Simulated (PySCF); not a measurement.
Compound: C2H8O2SeSi.
SMILES with atom numbers: `[CH3:1][Se:2][CH2:3][SiH:4]([OH:5])[OH:6]` (hydrogens: H7, H8, H9 on C1; H10, H11 on C3; H12 on Si4; H13 on O5; H14 on O6)

Computed by this run: PBE0-D3(BJ)/def2-SVP geometry optimisation, gas phase in PySCF; density fitting, grid level 1; the optimiser is geomeTRIC in internal coordinates, started from a GFN2-xTB structure with every atom displaced at random (about 0.01 Å).

Step 0: E = -79495.0437 eV
```
atom  x, y, z in Å  |  force x, y, z in eV/Å
C1     -2.8393    0.1365    0.3128   -0.430   1.869   0.234
Se2    -1.1070    0.5398    1.0697    0.210  -0.025   0.113
C3     -0.0531   -0.3667   -0.3008    1.276   0.173   1.540
Si4     1.8544   -0.2151    0.0943   -2.940  -0.739   0.670
O5      2.2909    1.3257    0.2304    0.074   2.355   0.753
O6      2.5700   -0.8215   -1.1982   -0.038  -1.063  -1.352
H7     -2.9923   -0.9178    0.2705   -0.216  -1.166  -0.057
H8     -2.9042    0.5971   -0.6924   -0.085  -0.221   0.233
H9     -3.6084    0.6181    0.9773    0.516  -0.423  -0.490
H10    -0.2781    0.0895   -1.2427   -0.097   0.405  -1.036
H11    -0.3615   -1.4077   -0.3011   -0.052  -0.550  -0.116
H12     2.1630   -0.9558    1.3232    0.113  -0.271   0.384
H13     1.7980    1.9354    0.8168    0.444  -0.591  -0.568
H14     3.4594   -0.5721   -1.3685    1.226   0.246  -0.309
```

Step 1: E = -79495.2693 eV
```
atom  x, y, z in Å  |  force x, y, z in eV/Å
C1     -2.8833    0.1793    0.3031    0.053  -0.409   0.079
Se2    -1.1255    0.5519    1.0400    0.016   0.092   0.041
C3     -0.0580   -0.3923   -0.2794    0.325   0.011  -0.306
Si4     1.7937   -0.1896    0.0477   -0.099  -0.010   0.089
O5      2.2411    1.4122    0.1462    0.100  -0.433  -0.423
O6      2.6259   -0.8489   -1.2253   -0.085   0.121  -0.027
H7     -3.0177   -0.9150    0.2060    0.020   0.262  -0.039
H8     -3.0427    0.6742   -0.6652    0.040   0.017   0.040
H9     -3.6042    0.5473    1.0439   -0.078   0.084  -0.037
H10    -0.2646    0.0166   -1.2870   -0.026  -0.071   0.127
H11    -0.3344   -1.4608   -0.2641    0.071   0.045  -0.045
H12     2.1373   -0.8924    1.3200    0.005   0.032   0.056
H13     1.9746    1.8904    0.9257   -0.163   0.286   0.385
H14     3.5497   -0.5872   -1.3203   -0.177  -0.028   0.058
```

**Question.** Estimate the geometry and energy of step 2. (The exact step hangs on the optimiser's Hessian estimate; all steps are aligned on step 1, rigid shifts and turns removed.)

**Answer.** E = -79495.2906 eV, largest force 0.113 eV/Å
```
atom  x, y, z in Å  |  force x, y, z in eV/Å
C1     -2.8571    0.1744    0.3057   -0.022  -0.079   0.069
Se2    -1.1055    0.5451    1.0522    0.005  -0.009   0.012
C3     -0.0445   -0.3960   -0.2796   -0.032  -0.005  -0.108
Si4     1.7803   -0.1945    0.0623    0.047   0.036   0.082
O5      2.2200    1.4069    0.1481    0.020  -0.041   0.066
O6      2.5788   -0.8463   -1.2310   -0.033   0.029  -0.026
H7     -3.0000   -0.9106    0.1983    0.009   0.032  -0.007
H8     -2.9893    0.6731   -0.6635    0.008   0.017  -0.010
H9     -3.5942    0.5587    1.0247   -0.012   0.025  -0.042
H10    -0.2553    0.0141   -1.2816   -0.014  -0.004   0.032
H11    -0.3111   -1.4652   -0.2726   -0.004  -0.006  -0.008
H12     2.1284   -0.8917    1.3386    0.021   0.032   0.001
H13     1.9430    1.9023    0.9256   -0.004  -0.012  -0.068
H14     3.4983   -0.5847   -1.3359    0.010  -0.015   0.006
```

The energy changes by -0.0213 eV. The first-order estimate −F·Δx gives -0.0397 eV and the mean of the old and new forces, exact on a quadratic surface, -0.0213 eV. The step makes an angle of 72° with the force vector and moves no atom by more than 0.054 Å.

What follows is the cost of the whole optimisation. Time: 5.2 min wall; peak memory 0.62 GiB. Hardware: Arm Neoverse V1, one thread (shared host).
